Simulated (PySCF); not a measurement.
Electron correlation in Ne²⁺ (neon, charge +2)

[He] 2s2 2p4, high-spin 3P determinant. Computed with PySCF 2.14 in def2-QZVPPD (8s5p4d2f1g, 66 functions), with no relativity, point nucleus. Frozen: 1s2; 6 electrons correlated.

```csv
level,correlation energy (mhartree)
CCSD,-170.74
(T),-1.78
CCSD(T),-172.52
```

Diagnostics: T1 = 0.0027, D1 = 0.0064, largest double amplitude 0.021.

Task: Is a single reference adequate?

Result: Yes: T1 lies below 0.03 and no double amplitude reaches 0.07.
